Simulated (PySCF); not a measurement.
Al(Cl)(Me)(vinyl) (C3H6AlCl), SMILES [CH]([Al]([Cl])[CH3])=C.

Coordinates come from a B3LYP-D3(BJ)/def2-SVP optimisation. The structure was generated by enumeration; whether it is a known compound was not checked. The values are those of a single conformer.

All values below come from PBE0/def2-TZVP (PySCF).

The molecule is in vacuum.

Computed frontier levels, gap, dipole moment and polarisability:
```
Quantity                                                                                                       Result
---------------------------------------------------------------------------------------------  ----------------------
highest occupied level                                                                                       -7.99 eV
lowest empty level                                                                                           -1.38 eV
orbital gap                                                                                                   6.61 eV
dipole moment                                                                                                  2.22 D
quadrupole, principal values (traceless, Buckingham form, about the centre of nuclear charge)   -3.49, 1.64, 1.85 D·Å
mean static polarisability                                                                      72.6 bohr³ (10.76 Å³)
polarisability, principal values                                                               52.2, 73.2, 92.4 bohr³
```
